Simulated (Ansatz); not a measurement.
Basis-set series for C$_{2}$H$_{3}$AlCl$_{3}$N (`CC#[N+][Al-]([Cl])([Cl])[Cl]`). Total charge 0; spin multiplicity 1. All single points use the PBE0-D4/def2-TZVP geometry.

```tsv
functional	basis	functions	energy (Eh)	HOMO (eV)	LUMO (eV)
PBE0-D4	def2-TZVPP	303	-1755.42527	-8.16	-1.47
PBE0-D4	def2-QZVPP	541	-1755.48062	-8.21	-1.51
ωB97M-V	def2-TZVPP	303	-1756.01914	-10.39	0.75
ωB97M-V	def2-QZVPP	541	-1756.07181	-10.47	0.36
```

Question: Give the rows for def2-SVP. (Estimate.)

Answer: The calculation gave: 
```tsv
functional	basis	functions	energy (Eh)	HOMO (eV)	LUMO (eV)
PBE0-D4	def2-SVP	129	-1754.71747	-7.93	-1.43
ωB97M-V	def2-SVP	129	-1755.31173	-10.10	0.84
```

Positive LUMOs are unbound and depend on the basis.

Computed with Ansatz.
